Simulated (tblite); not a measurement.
Species: Ge2H10OSi2.
SMILES with atom numbers: `[SiH3:1][O:2][SiH2:3][GeH2:4][GeH3:5]` (hydrogens: H6, H7, H8 on Si1; H9, H10 on Si3; H11, H12 on Ge4; H13, H14, H15 on Ge5)

Geometry (GFN2-xTB, Å), atoms numbered from 1 in this order:
```
atom  x, y, z in Å
Si1   -2.4448    0.6576   -0.2492
O2    -1.8581   -0.7550    0.2920
Si3   -0.5979   -1.7148    0.6227
Ge4    1.3205   -0.8359   -0.3960
Ge5    2.1146    1.3221    0.2413
H6    -2.7282    1.4611    0.9375
H7    -1.4235    1.2865   -1.0937
H8    -3.6338    0.2822   -1.0055
H9    -0.4733   -1.7339    2.0824
H10   -0.9779   -3.0248    0.0984
H11    1.2442   -0.8220   -1.9121
H12    2.4983   -1.7743   -0.2115
H13    3.2983    1.8335   -0.5345
H14    1.0950    2.4210    0.1219
H15    2.5623    1.4047    1.6759
```

Computed with GFN2-xTB (tblite): harmonic, unscaled wavenumbers at the GFN2-xTB geometry, gas phase. Errors from tens to a few hundred cm⁻¹ against measured bands are possible. Modes of hydrogen on germanium and silicon can be 10 to 20 % off. One conformer, not necessarily the lowest. The optimisation stopped once no atom felt more than 0.01 eV/Å.

Lowest wavenumbers of the output (negative numbers stand for imaginary wavenumbers):
```
mode    cm-1
  1     -24.1
  2      19.0
  3      40.0
  4      44.3
  5      64.2
  6      71.9
  7     184.1
  8     243.5
```

Question: Is this structure a minimum?

Answer: Not by this Hessian. 1 mode is imaginary beyond 20i (24i cm⁻¹), so at this level the point lies at or near a first-order saddle. The curvature is small, so loose convergence or finite differences may be the whole cause.

Question: Which atoms move in the imaginary mode?

Answer: 24i: H6 (Si–H hydrogen) 26 %, Si1 (oxygen-bound silicon) 18 %, H8 (Si–H hydrogen) 18 %, Ge5 (germanium bonded to Ge and 3 H) 14 %. These are shares of the mass-weighted motion.

Question: What is the remedy?

Answer: Step along that mode in both directions, optimise again with tighter thresholds and repeat the frequencies. The zero-point energy of this point (50.5 kcal/mol) counts the 38 real modes alone, and thermal corrections from it aren't those of a minimum.

Hardware: one thread, Arm Neoverse V2 (aarch64), no GPU (shared host). Cost: 0.54 s. The figure is for the frequency step alone.
